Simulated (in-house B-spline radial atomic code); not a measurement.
Configurations of Ne III (Ne2+), with energies counted from [He] 2s2 2p4. All numbers are computed (non-relativistic TPSSh, spin-polarised, spherical fractional occupations, exact exchange averaged over the configuration; point nucleus) with a B-spline radial code for spherical atoms, not measured. Shells without spins written out take the highest spin.

Occupations are held fixed; configurations that lie above the ionisation limit could autoionise.

| configuration | E - E(ref) (eV) | highest orbital | its <r> (bohr) |
| --- | --- | --- | --- |
| [He] 2s2 2p3 3s1 | 38.027 | 3s up | 2.52 |
| [He] 2s1 2p4 3s1 | 61.434 | 3s up | 2.52 |
| [He] 2s1 2p4 3p1 | 66.147 | 3p up | 2.791 |

Order these further configurations by energy, lowest first.
A. [He] 2s1 2p5
B. [He] 2s2 2p3 3p1
C. [He] 2s1 2p4 3d1
D. [He] 2s2 2p3 3d1

A (24.026 eV), B (42.704 eV), D (48.463 eV), C (71.838 eV).
